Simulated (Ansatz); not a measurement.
Mulliken charges of Cl3GaH2O, SMILES `[OH2+][Ga-]([Cl])([Cl])[Cl]` from r2SCAN/def2-TZVPP in Ansatz (PBE0-D4/def2-TZVP geometry).

```
atom   x (Å)   y (Å)   z (Å)  charge (e)
  O1  -0.636   0.530   0.908      -0.218
 Ga2   0.529  -0.539  -0.439       0.600
 Cl3   1.440  -2.062   0.737      -0.263
 Cl4  -1.105  -1.093  -1.725      -0.298
 Cl5   1.737   1.137  -1.039      -0.298
  H6  -1.555   0.506   0.611       0.238
  H7  -0.349   1.453   0.902       0.238
```

Problem. By hand: the dipole of these point charges (1 e Å = 4.8032 D).

Solution. Σ q r = (-0.564, 0.556, 0.529) e Å, of length 0.952 e Å = 4.57 D.

Problem. How does the dipole of the full density compare? (An estimate is asked.)

Solution. Computed: (-0.590, 0.621, 0.426) e Å, 4.60 D; the point charges give 0.99 times that, at 7° from its direction.

Point charges leave out the atoms' own dipoles, such as those of lone pairs, and Mulliken's split depends on the basis, so the close match here is no proof of good charges.
